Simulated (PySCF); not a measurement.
C6H11N2 (charge +1).
Numbering: `[CH3:1][c:2]1[cH:3][n:4]([CH3:5])[cH:6][n+:7]1[CH3:8]` (hydrogens: H9, H10, H11 on C1; H12 on C3; H13, H14, H15 on C5; H16 on C6; H17, H18, H19 on C8)

Vertical excitations from PySCF (density fitting, frozen core in the response, grid level 2 and gas phase unless stated; continuum runs use non-equilibrium linear response for the excitations) on a GFN2-xTB geometry. Reference run:

```csv
settings,"S1, eV (f)","S2, eV (f)","S3, eV (f)","S4, eV (f)","S5, eV (f)","S6, eV (f)","T1, eV (Tamm–Dancoff)",mean α (au)
"PBE0/def2-SVPD, full TDDFT, 6 singlets",6.09 (0.124),7.05 (0.008),7.32 (0.000),7.91 (0.734),7.94 (0.001),8.22 (0.011),4.41,78.2
```

Question: What do these settings give: BLYP/def2-SVPD, TDA, 25 singlets?

Answer: 
| settings | S1, eV (f) | S2, eV (f) | S3, eV (f) | S4, eV (f) | S5, eV (f) | S6, eV (f) | T1, eV (Tamm–Dancoff) | mean α (au) |
| --- | --- | --- | --- | --- | --- | --- | --- | --- |
| BLYP/def2-SVPD, TDA, 25 singlets | 5.92 (0.125) | 6.61 (0.000) | 6.80 (0.002) | 7.06 (0.001) | 7.44 (0.008) | 7.70 (0.540) | – | 80.6 |

S1 moves by -0.17 eV; functional and response scheme change together, so the shift can't be laid on one. States are counted by energy in each run and needn't keep their character from row to row.

Question: Give the leading configurations of S1 (H = HOMO, L = LUMO) and the HOMO–LUMO gap of each run.

Answer: 
```csv
settings,S1 configurations (weight),S1 (eV),orbital gap (eV),S1 − gap (eV)
"PBE0/def2-SVPD, full TDDFT, 6 singlets",H→L 0.95,6.09,6.85,-0.76
"BLYP/def2-SVPD, TDA, 25 singlets","H→L 0.84, H−1→L+1 0.09",5.92,4.79,+1.13
```

